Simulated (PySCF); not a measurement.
P⁺ (phosphorus, charge +1) across methods

[Ne] 3s2 3p1 3d1, one real determinant (an excited configuration). All numbers are calculated (PySCF 2.14, no relativity, point nucleus, in aug-cc-pV(Q+d)Z (7s6p5d3f2g, 89 functions)).

```json
{"method": "PW91", "E (hartree)": "-340.4779", "mean ε 3s β (eV)": "-24.367", "mean ε 3p α (eV)": "-16.963", "mean ε 3d α (eV)": "-6.208", "Σ⟨r²⟩ (bohr²)": "27.34", "⟨S²⟩": "2.002"}
{"method": "LDA", "E (hartree)": "-339.2166", "mean ε 3s β (eV)": "-24.509", "mean ε 3p α (eV)": "-16.862", "mean ε 3d α (eV)": "-6.050", "Σ⟨r²⟩ (bohr²)": "27.53", "⟨S²⟩": "2.001"}
{"method": "LC-wPBE", "E (hartree)": "-340.3547", "mean ε 3s β (eV)": "-28.574", "mean ε 3p α (eV)": "-21.248", "mean ε 3d α (eV)": "-8.458", "Σ⟨r²⟩ (bohr²)": "27.33", "⟨S²⟩": "2.004"}
{"method": "TPSS", "E (hartree)": "-340.5087", "mean ε 3s β (eV)": "-24.297", "mean ε 3p α (eV)": "-17.154", "mean ε 3d α (eV)": "-6.138", "Σ⟨r²⟩ (bohr²)": "27.33", "⟨S²⟩": "2.003"}
{"method": "r2SCAN", "E (hartree)": "-340.4482", "mean ε 3s β (eV)": "-24.586", "mean ε 3p α (eV)": "-17.331", "mean ε 3d α (eV)": "-6.163", "Σ⟨r²⟩ (bohr²)": "27.53", "⟨S²⟩": "2.004"}
{"method": "PBE0", "E (hartree)": "-340.3530", "mean ε 3s β (eV)": "-25.700", "mean ε 3p α (eV)": "-18.362", "mean ε 3d α (eV)": "-6.690", "Σ⟨r²⟩ (bohr²)": "27.85", "⟨S²⟩": "2.003"}
{"method": "UHF", "E (hartree)": "-339.92475", "mean ε 3s β (eV)": "-28.855", "mean ε 3p α (eV)": "-22.337", "mean ε 3d α (eV)": "-7.547", "Σ⟨r²⟩ (bohr²)": "30.72", "⟨S²⟩": "2.010"}
{"method": "M06", "E (hartree)": "-340.4765", "mean ε 3s β (eV)": "-25.661", "mean ε 3p α (eV)": "-17.938", "mean ε 3d α (eV)": "-6.543", "Σ⟨r²⟩ (bohr²)": "27.89", "⟨S²⟩": "2.001"}
{"method": "PBE", "E (hartree)": "-340.3356", "mean ε 3s β (eV)": "-24.317", "mean ε 3p α (eV)": "-16.917", "mean ε 3d α (eV)": "-6.187", "Σ⟨r²⟩ (bohr²)": "27.44", "⟨S²⟩": "2.002"}
```

⟨L²⟩ = 8.01 against 12 for a pure F term, so this real determinant mixes terms. The outer electron is Rydberg-like, and this basis confines it to a smaller radius and binds it less than a complete one would.
